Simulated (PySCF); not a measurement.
Ga(F)(Me)(vinyl) (C3H6FGa), SMILES C=[CH][Ga]([CH3])[F]. Geometry: PBE-D3(BJ)/def2-SVP. The structure was generated by enumeration; whether it is a known compound was not checked. One conformer was computed; it need not be the lowest.

Computed equilibrium geometry at PBE-D3(BJ)/def2-SVP (PySCF confirms it by a frequency run) as Cartesian coordinates in Å, and its point group (one conformer of several):
point group Cs.
```xyz
11

Ga    -0.0584     0.2927     0.0000
F     -1.4484     1.4132     0.0000
C      1.6987     1.1708     0.0000
H      2.5334     0.4439     0.0000
H      1.7837     1.8190    -0.8951
H      1.7837     1.8190     0.8951
C     -0.5722    -1.5930     0.0000
C      0.3522    -2.5767     0.0000
H     -1.6422    -1.8694     0.0000
H      0.0794    -3.6481     0.0000
H      1.4369    -2.3647     0.0000
```
